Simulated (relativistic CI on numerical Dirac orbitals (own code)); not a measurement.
Calculated at this level of theory: Dirac-Coulomb-Breit CI, KLI orbitals optimised for each configuration, QED by a radiative potential, valence Slater integrals scaled by 0.85, configuration energies shifted to the measured levels that pair with them (semi-empirical) (own radial code, finite nucleus).

Configurations in the expansion (outside the closed core [Kr]): 4d¹⁰, 4d⁹5s, 4d⁹5p, 4d⁸5s², 4d⁹6s, 4d⁹5d, 4d⁹6p, 4d⁹4f, 4d⁸5s5p, 4d⁹6d, 4d⁹5f, 4d⁹5g, 4d⁹6f, 4d⁹6g, 4d⁸5s6s. Levels of other configurations are missing.

Configurations whose levels could be paired with our table of measured levels were shifted onto them, all but the ground configuration, by the median error of their levels; single terms can still be off by 1,000 to 2,000 cm⁻¹ or more, and rates follow the energies as ν³ (E1, M1) or ν⁵ (E2). The others borrow a shift and can be off by several thousand cm⁻¹ or more. The fine structure of a lone outer electron comes out too small, for d and f at times inverted, and misplaced configurations move strength between like terms. 14 of the 16 excited levels that our extract of the measured tables holds in this range could be paired (the sources list more); they are missed by 246 cm⁻¹ on average and 1020 at most, after the shifts were fitted to these levels, and levels without a partner can miss by more.

Outline of the computed level scheme of Ag II. Lowest level of each configuration: 4d¹⁰ ¹S0 at 0.0000 eV; 4d⁹5s ³D3 at 4.8509 eV; 4d⁹5p ³P°2 at 9.9484 eV; 4d⁸5s² ³F4 at 12.3821 eV; 4d⁹6s ³D3 at 14.4068 eV; 4d⁹5d ³S1 at 14.9664 eV; 4d⁸5s5p ⁵D°4 at 15.6223 eV.

Some strong electric-dipole decays among the lowest 45 levels: 4d⁹5p ¹P°1 → 4d¹⁰ ¹S0 (1.4e+09 s⁻¹); 4d⁹5p ³F°4 → 4d⁹5s ³D3 (4.8e+08 s⁻¹); 4d⁹5p ¹P°1 → 4d⁹5s ¹D2 (4.7e+08 s⁻¹); 4d⁹5p ³D°1 → 4d⁹5s ³D1 (4.4e+08 s⁻¹); 4d⁹5p ³P°0 → 4d⁹5s ³D1 (4.0e+08 s⁻¹); 4d⁹5p ³D°3 → 4d⁹5s ³D3 (3.8e+08 s⁻¹); 4d⁹5p ³P°1 → 4d⁹5s ³D2 (3.6e+08 s⁻¹); 4d⁹5p ³P°2 → 4d⁹5s ³D3 (3.6e+08 s⁻¹).

Rates of lines that live on the mixing of spin multiplicities can be off by large factors.

LS names give the leading component of a level, which can be under half, so a name can repeat, a term be missing and a line seem to break the LS rules.
